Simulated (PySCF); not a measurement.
Ligands exchanged one at a time, In Cl-SH. All species are isolated molecules in the gas phase. One relaxed conformer stands for each flexible species; it need not be the lowest. Strings in code marks are SMILES.

Quantity: redistribution energy (mixed species minus the weighted end members), in kcal/mol.

Level 1: PBE-D3(BJ)/def2-TZVP // PBE0-D4/def2-TZVP (PySCF)
Level 2: B3LYP/6-31G* (LANL2DZ on In) // PBE0-D4/def2-TZVP (PySCF)
Level 3: PBE/6-31G* (LANL2DZ on In) // PBE0-D4/def2-TZVP (PySCF)
Level 4: frozen-core MP2/6-31G* (LANL2DZ on In) // PBE0-D4/def2-TZVP (PySCF)

| species | level 2 | level 3 | level 4 |
|---|---|---|---|
| 1 of 3 Cl replaced by SH: `[SH][In]([Cl])[Cl]` (H–S–In–Cl torsion 0°) | -1.55 | -1.61 | -1.46 |
| 2 of 3 Cl replaced by SH: `[SH][In]([SH])[Cl]` (H–S–In–Cl torsion -180°, Cl–In–S–H torsion 0°) | -1.47 | -1.53 | -1.35 |

Problem. What does level 1 give for each?

Solution. 
- 1 of 3 Cl replaced by SH: `[SH][In]([Cl])[Cl]` (H–S–In–Cl torsion 0°): -1.53
- 2 of 3 Cl replaced by SH: `[SH][In]([SH])[Cl]` (H–S–In–Cl torsion -180°, Cl–In–S–H torsion 0°): -1.51
